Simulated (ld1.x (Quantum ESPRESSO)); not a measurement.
An all-electron radial function and its pseudo partner (phosphorus)

Columns: radius, all-electron u(r) and pseudo u(r) of the 3s shell (level -13.92 eV) of phosphorus in the configuration [Ne] 3s2 3p3; PBEsol, scalar-relativistic, TM scheme, ld1.x (Quantum ESPRESSO) 7.5.

```
r (bohr)  all-electron  pseudo
   0.075        0.1774  0.0517
   0.150       -0.0379  0.1003
   0.225       -0.2459  0.1434
   0.300       -0.3565  0.1788
   0.375       -0.3716  0.2062
   0.450       -0.3166  0.2267
   0.525       -0.2177  0.2434
   0.600       -0.0956  0.2607
   0.675        0.0347  0.2833
   0.750        0.1630  0.3157
   0.825        0.2830  0.3616
   0.900        0.3911  0.4219
   0.975        0.4856  0.4931
   1.050        0.5660  0.5667
   1.125        0.6328  0.6328
   1.200        0.6863  0.6863
   1.275        0.7276  0.7276
   1.350        0.7576  0.7576
   1.425        0.7775  0.7775
   1.500        0.7885  0.7885
   1.575        0.7919  0.7919
   1.650        0.7886  0.7886
   1.725        0.7798  0.7798
   1.800        0.7664  0.7664
   1.875        0.7493  0.7493
   1.950        0.7291  0.7291
```

Q: How many radial nodes do the two functions have?

A: The all-electron 3s function has n − l − 1 = 2; the pseudo-wave has 0, since the states of the same l below it are removed with the core.

Q: At about which radius was the pseudo-wave matched?

A: 1.15 bohr, where the columns begin to agree (steps of 0.07 bohr).

Q: Is the pseudo-wave norm-conserving?

A: Yes: the TM scheme keeps the norm inside the radius equal to the all-electron one, which fixes the energy derivative of the logarithmic derivative at the level.
